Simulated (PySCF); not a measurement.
**`O=CC1=CC(=O)C=CC1=O`, C7H4O3**

Molfile (atoms numbered from 1):
```
C7H4O3
     RDKit          3D

 14 14  0  0  0  0  0  0  0  0999 V2000
    2.9940   -1.2136   -0.1010 O   0  0  0  0  0  0  0  0  0  0  0  0
    2.3758   -0.1848   -0.1239 C   0  0  0  0  0  0  0  0  0  0  0  0
    0.8953   -0.0997   -0.0458 C   0  0  0  0  0  0  0  0  0  0  0  0
    0.1438   -1.2094    0.0574 C   0  0  0  0  0  0  0  0  0  0  0  0
   -1.3305   -1.1739    0.1375 C   0  0  0  0  0  0  0  0  0  0  0  0
   -1.9975   -2.1823    0.2303 O   0  0  0  0  0  0  0  0  0  0  0  0
   -1.9327    0.1735    0.0964 C   0  0  0  0  0  0  0  0  0  0  0  0
   -1.1947    1.2814   -0.0061 C   0  0  0  0  0  0  0  0  0  0  0  0
    0.2788    1.2536   -0.0861 C   0  0  0  0  0  0  0  0  0  0  0  0
    0.9394    2.2662   -0.1782 O   0  0  0  0  0  0  0  0  0  0  0  0
    2.8670    0.7989   -0.2064 H   0  0  0  0  0  0  0  0  0  0  0  0
    0.6149   -2.1843    0.0852 H   0  0  0  0  0  0  0  0  0  0  0  0
   -3.0119    0.2086    0.1544 H   0  0  0  0  0  0  0  0  0  0  0  0
   -1.6426    2.2654   -0.0358 H   0  0  0  0  0  0  0  0  0  0  0  0
  1  2  2  0
  2  3  1  0
  3  4  2  0
  4  5  1  0
  5  6  2  0
  5  7  1  0
  7  8  2  0
  8  9  1  0
  9 10  2  0
  9  3  1  0
  2 11  1  0
  4 12  1  0
  7 13  1  0
  8 14  1  0
M  END
```

Level of theory: quadratic response LC-wPBE/def2-SVPD first hyperpolarisability, Taylor convention, gas phase in PySCF. Geometry: GFN2-xTB.

(1) Give the tensor of the second harmonic β(−2ω;ω,ω) at 1064 nm in the axes of these coordinates.

Answers

(1) In au, Taylor convention; rows are the first index (the induced dipole):
|  | xx | yy | zz | xy | xz | yz |
| --- | --- | --- | --- | --- | --- | --- |
| x | -24.3 | +12.4 | +10.7 | +3.7 | +2.4 | -0.6 |
| y | +0.7 | +4.3 | -5.2 | +12.5 | -0.4 | -1.5 |
| z | +2.5 | -1.5 | -0.8 | -0.6 | +10.4 | -5.5 |

Norm of βᵢ = ⅓ Σⱼ (βᵢⱼⱼ + βⱼᵢⱼ + βⱼⱼᵢ): 2.1 au, hyper-Rayleigh value 12.2 au.
